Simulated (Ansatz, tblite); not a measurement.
Forces on Na2Li3⁺ at its B3LYP/def2-TZVP geometry. Charge 1, multiplicity 1.

The xTB rows come from tblite. The restricted singlet is unstable towards broken spin symmetry in Hartree–Fock (as tested in another run); at PBE/def2-TZVP this wasn't settled. Another isomer (singlet) lies 0.12 eV lower at PBE0/def2-TZVP; other spin states weren't run for this one.

GFN1-xTB (tblite), largest force 0.52 eV/Å:

```xyz
5
positions Å, forces eV/Å
Li   -1.933   -0.619   -2.399    0.474    0.135    0.177
Li    0.740    0.086   -3.071   -0.348   -0.081    0.378
Li    0.002   -0.006   -0.066   -0.050   -0.018   -0.189
Na    0.933   -1.307    2.850   -0.057    0.065   -0.187
Na    0.259    1.847    2.686   -0.020   -0.101   -0.179
```

GFN2-xTB (tblite), largest force 0.56 eV/Å:

```
Li 0.531 0.149 0.090
Li -0.436 -0.108 0.331
Li -0.060 -0.024 -0.250
Na -0.068 0.228 -0.098
Na 0.032 -0.244 -0.073
```

PBE/def2-TZVP (Ansatz), largest force 0.03 eV/Å:

```
Li -0.032 -0.008 0.008
Li 0.032 0.008 -0.008
Li 0.000 0.001 0.002
Na 0.007 -0.030 0.001
Na -0.007 0.030 -0.003
```
